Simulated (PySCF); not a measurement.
Species: C₃H₁₂O₃Si₄.
Bonds: C1–C2, C2–C3 (triple), C3–Si4, Si4–O5, O5–Si6, Si6–O7, O7–Si8, Si6–O9, O9–Si10. Hydrogens: H11, H12, H13 on C1; H14, H15 on Si4; H16 on Si6; H17, H18, H19 on Si8; H20, H21, H22 on Si10.

A GFN2-xTB structure was refined with PBE0-D3(BJ)/def2-SVP geometry optimisation, gas phase (PySCF). Its GFN2-xTB values:

```
    coordinate  GFN2-xTB
         C1–C2   1.445 Å
        C1–H11   1.090 Å
         C2≡C3   1.206 Å
        C3–Si4   1.846 Å
        Si4–O5   1.630 Å
       Si4–H14   1.463 Å
        O5–Si6   1.607 Å
        Si6–O7   1.613 Å
       Si6–H16   1.441 Å
        O7–Si8   1.618 Å
       Si8–H17   1.465 Å
      C1–C2–C3    179.6°
     C2–C3–Si4    176.2°
     C3–Si4–O5    109.4°
    Si4–O5–Si6    145.4°
     O5–Si6–O7    110.3°
    Si6–O7–Si8    145.2°
   Si6–O9–Si10    144.5°
     O7–Si6–O9    109.8°
 C3–Si4–O5–Si6       56°
 Si4–O5–Si6–O7      -33°
 O5–Si6–O7–Si8       71°
O5–Si6–O9–Si10      -67°
```

How do these coordinates change at the PBE0-D3(BJ)/def2-SVP level?

```csv
coordinate,PBE0-D3(BJ)/def2-SVP (Å or °),change
O7–Si8,1.659,+0.041
O5–Si6,1.646,+0.039
Si6–H16,1.471,+0.030
Si6–O7,1.643,+0.030
Si4–O5,1.660,+0.030
Si8–H17,1.493,+0.028
Si4–H14,1.487,+0.024
C3–Si4,1.826,-0.020
C2≡C3,1.220,+0.014
C1–H11,1.101,+0.011
C1–C2,1.450,+0.005
Si4–O5–Si6,142.0,-3.4
C2–C3–Si4,179.5,+3.3
Si6–O7–Si8,146.7,+1.5
Si6–O9–Si10,145.8,+1.3
C3–Si4–O5,110.2,+0.8
O5–Si6–O7,109.8,-0.5
O7–Si6–O9,109.6,-0.2
C1–C2–C3,179.7,+0.1
C3–Si4–O5–Si6,50,-6
O5–Si6–O9–Si10,-64,+3
Si4–O5–Si6–O7,-30,+3
O5–Si6–O7–Si8,73,+2
```

The energy falls by 0.378 eV over 8 energy and gradient evaluations, the largest force component goes from 0.0308 to 3.2e-04 Eh/bohr, and the atoms move by 0.155 Å rms after alignment. Among the bonds, O7–Si8 and O9–Si10 change most and about equally (+0.040 to +0.041 Å). Bonds longer at the end by more than 0.005 Å: 19 of 21; shorter: 1. Rotational constants go from 1036, 455.0, 374.0 to 1000, 449.6, 370.3 MHz.

The run used 216 basis functions and 56 SCF cycles in all. Rough CPU time on one thread of a shared machine: about 10 min.

PBE0-D3(BJ)/def2-SVP frequencies: not computed here. The numbers are those of one conformer.

Shape of the structure used: `[CH3:1][C:2]#[C:3][SiH2:4][O:5][SiH:6]([O:7][SiH3:8])[O:9][SiH3:10]`: C3–Si4–O5–Si6 50°, Si4–O5–Si6–O7 -30°, O5–Si6–O7–Si8 73°, O5–Si6–O9–Si10 -64°.
